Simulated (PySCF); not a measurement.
## Orbital energies, ionisation energy and electron affinity

Species: BiCl3.
Cartesian coordinates in Å at the PBE0-D3(BJ)/def2-SVP level; atoms count from 1:
```
atom  x, y, z in Å
Bi1    0.0282    0.0102    0.8846
Cl2    2.1480   -0.0439   -0.3605
Cl3   -1.0702    1.8771   -0.2705
Cl4   -1.1060   -1.8435   -0.2536
```

Level: B3LYP/def2-SVPD (PySCF). Frontier orbitals with their largest atomic shares (Löwdin; up to four atoms above 4 %):

```csv
orbital,ε (eV),main atoms
HOMO−3,-8.99,"Cl3 52 %, Cl2 29 %, Cl4 17 %"
HOMO−2,-8.98,"Cl4 46 %, Cl2 38 %, Cl3 15 %"
HOMO−1,-8.88,"Cl4 35 %, Cl2 35 %, Cl3 30 %"
HOMO,-8.71,?
LUMO,-2.96,"Bi1 52 %, Cl2 16 %, Cl3 16 %, Cl4 15 %"
LUMO+1,-2.58,"Bi1 58 %, Cl4 20 %, Cl2 12 %, Cl3 9 %"
LUMO+2,-2.55,"Bi1 58 %, Cl3 18 %, Cl2 15 %, Cl4 8 %"
```

Task: What vertical ionisation energy does ΔSCF give, and how far is −ε(HOMO) from it?

Result: ΔSCF: 10.76 eV (1038 kJ/mol; threshold wavelength 115 nm); ⟨S²⟩ of the doublet left behind is 0.761, against 0.75 for a pure doublet. −ε(HOMO) is 8.70 eV, 2.06 eV below it. In exact Kohn–Sham theory the two would be equal; B3LYP (global hybrid, 20 % exact exchange) falls short of its own ΔSCF value by 19 %. Holes in the HOMO−1 and HOMO−2 were tried too where these lie within 1.2 eV of the HOMO; the lowest converged state counts.

Task: On which atoms does the HOMO lie?

Result: Cl2 (chlorine bonded to Bi) 28 %, Cl3 (chlorine bonded to Bi) 27 %, Cl4 (chlorine bonded to Bi) 26 %, Bi1 (bismuth bonded to 3 Cl) 19 %, so no atom holds as much as 40 %. The HOMO−1 lies 0.18 eV lower.

Task: And the vertical electron affinity, the fundamental gap, Mulliken's electronegativity and the hardness (with the factor ½)?

Result: EA = 1.11 eV by ΔSCF (−ε(LUMO) = 2.96 eV). IE − EA = 9.65 eV against an orbital gap of 5.74 eV; (IE + EA)/2 = 5.93 eV; (IE − EA)/2 = 4.83 eV.

Task: The lowest singlet excitation (vertical TDDFT, same level) lies at 4.85 eV. How far is it below IE − EA?

Result: IE − EA = 9.65 eV, so by 4.80 eV.

Task: What kinetic energy would electrons from this vertical process carry with He II light (40.814 eV)?

Result: 40.81 − 10.76 = 30.05 eV.

Geometry: PBE0-D3(BJ)/def2-SVP; no solvent, vibrations or thermal averaging. Atoms past krypton carry effective core potentials; spin–orbit coupling is left out.
